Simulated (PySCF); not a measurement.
Radial density of Ge⁺ (germanium, charge +1)

UHF, [Ar] 3d10 4s2 4p1, 2P determinant. All numbers are calculated (PySCF 2.14, the spin-free X2C one-electron Hamiltonian (Gaussian nucleus), in cc-pVTZ-DK (6s5p3d1f, 43 functions)).

| r (bohr) | 4πr²ρ (e/bohr) | 4πr²(ρα − ρβ) |
| --- | --- | --- |
| 0.000790 | 0.2946 | 0.0000 |
| 0.00133 | 0.7290 | 0.0000 |
| 0.00223 | 1.766 | 0.0000 |
| 0.00376 | 4.135 | -0.0001 |
| 0.00632 | 9.152 | -0.0001 |
| 0.0106 | 18.34 | -0.0002 |
| 0.0179 | 30.92 | 0.0000 |
| 0.0301 | 39.26 | 0.0019 |
| 0.0506 | 34.71 | 0.0087 |
| 0.0851 | 33.47 | 0.0210 |
| 0.143 | 45.75 | 0.0153 |
| 0.241 | 30.00 | -0.0109 |
| 0.405 | 25.53 | 0.0329 |
| 0.681 | 23.84 | 0.0027 |
| 1.15 | 6.157 | 0.1021 |
| 1.93 | 1.940 | 0.4528 |
| 3.24 | 0.5335 | 0.2559 |
| 5.45 | 0.02336 | 0.0175 |
| 9.17 | 7.080e-05 | 0.0001 |

Densities and radii are taken from the X2C orbitals without a picture-change correction, which distorts them close to the nucleus.

Problem. Where is the radial spin density 4πr²(ρα − ρβ) most negative, and why is it negative at all?

Solution. Around r = 0.241 bohr, down to -0.0109 e/bohr: exchange with the open shell polarises the paired shells in an unrestricted calculation.
